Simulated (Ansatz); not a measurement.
Consider the cleavage of the B–Si bond: `OB(O)[SiH3]` + `CC[TeH]` → `CC[Te]B(O)O` + SiH₄.

Calculated with Ansatz (gas phase, PBE0-D4/def2-TZVP geometries, no zero-point term in ΔE). CBS: MP2 limit from def2 TZ/QZ plus the TZ coupled-cluster correction, frozen cores. This one scheme is used for every species. Functionals use def2-TZVPP. B3LYP here is the variant with VWN-RPA as its local correlation; programs differ in this. Elements past krypton have def2 core potentials. For Te outer-core shells are correlated without core-valence functions, which leaves a few kJ/mol of doubt a bond. Each species was taken in one conformer, which may not be the lowest.

| level | ΔE (kJ/mol) | difference from CCSD(T)/CBS |
| --- | --- | --- |
| PBE-D4 | -68.4 | 8.5 |
| PBE0-D4 | -71.2 | 5.7 |
| B3LYP-D4 | -71.1 | 5.8 |
| B2PLYP | -72.2 | 4.7 |
| PBE | -63.8 | 13.1 |
| HF/def2-TZVPP | -67.8 | 9.1 |
| SCS-MP2/def2-TZVPP | -81.6 | -4.7 |
| CCSD/def2-TZVPP | -73.0 | 3.9 |
| CCSD(T)/def2-TZVPP | -75.7 | 1.2 |
| HF/CBS(def2) | -67.3 | 9.6 |
| CCSD(T)/CBS | -76.9 | 0 |

Largest T1 diagnostic among the species: 0.014.

In def2-TZVPP, CCSD(T) changes the Hartree–Fock value by −7.9 kJ/mol (the triples alone add −2.7 kJ/mol) and MP2 by −19.9 kJ/mol. From PBE to PBE0 (25 % exact exchange), in def2-TZVPP and without D4, ΔE moves by −3.2 kJ/mol.
